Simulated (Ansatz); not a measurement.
## A geometry optimisation of BBrClH3OSi with B3LYP-D3(BJ)/def2-SVP

The starting geometry of this gas-phase singlet was optimised with GFN2-xTB; its bonds are those of `ClBO[SiH2]Br`.

```xyz
8

B     1.3132   -1.3162   -0.9996
Br    0.6453    2.1102    1.3336
Cl    1.0910   -2.8988   -0.3646
O     0.6653   -0.2997   -0.4803
Si   -0.3717    0.3149    0.6019
H     2.0436   -1.1493   -1.9021
H    -0.5857   -0.5577    1.7415
H    -1.5299    0.7095   -0.1764
```

Q: Where would you expect an optimisation with B3LYP-D3(BJ)/def2-SVP to take it?

A: It keeps its bonds, and is `ClBO[SiH2]Br`.

The energy falls by 0.24 eV over 27 steps:

```csv
step,E − E(last) (eV)
1,0.238
4,0.062
7,0.044
10,0.042
13,0.035
15,0.025
18,0.014
21,0.002
24,0.000
27,0.000
```

Final geometry (Å):

| atom | x (Å) | y (Å) | z (Å) |
| --- | --- | --- | --- |
| B | 1.2988 | -1.2815 | -1.0212 |
| Br | 0.9408 | 1.4906 | 1.7267 |
| Cl | 1.9592 | -2.1566 | 0.3758 |
| O | 0.3589 | -0.3354 | -0.8533 |
| Si | -0.4618 | 0.3091 | 0.4641 |
| H | 1.7033 | -1.5554 | -2.1176 |
| H | -1.0496 | -0.7810 | 1.2754 |
| H | -1.4785 | 1.2232 | -0.0957 |

Frequencies at the end are all real (lowest 38 cm⁻¹). Run with Ansatz 0.2.0, 90 s on 2 threads of Arm Neoverse V1 (shared host).
